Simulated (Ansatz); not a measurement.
Basis-set extrapolation for CH4FNOSi (`OC1(F)N[SiH2]1`) (PBE0-D4/def2-TZVP geometry, frozen core, Ansatz 0.2.0). Multiplicity 1, RHF reference.

```
                      def2-TZVPP   def2-QZVPP
                 HF  -557.961918  -557.983288
    MP2 correlation    -0.973930    -1.052502
CCSD(T) correlation    -1.035918      not run
```

Energies in hartree. Use E(X) = E(∞) + A·exp(−7.88·√X) for Hartree–Fock and E(X) = E(∞) + B·X^(−2.97) for correlation, with X = 3 and 4, and add CCSD(T) minus MP2 of the smaller set to the MP2 limit.

What is the CCSD(T) energy at the basis-set limit?

HF limit: -557.983288 + (-0.021370) × 0.13774 = -557.98623. MP2 limit: -1.052502 + (-0.078572) × 0.74074 = -1.11070. Higher-order term: -1.035918 − (-0.973930) = -0.06199. Total: -559.15892 hartree, 422.9 kJ/mol below CCSD(T)/def2-TZVPP.
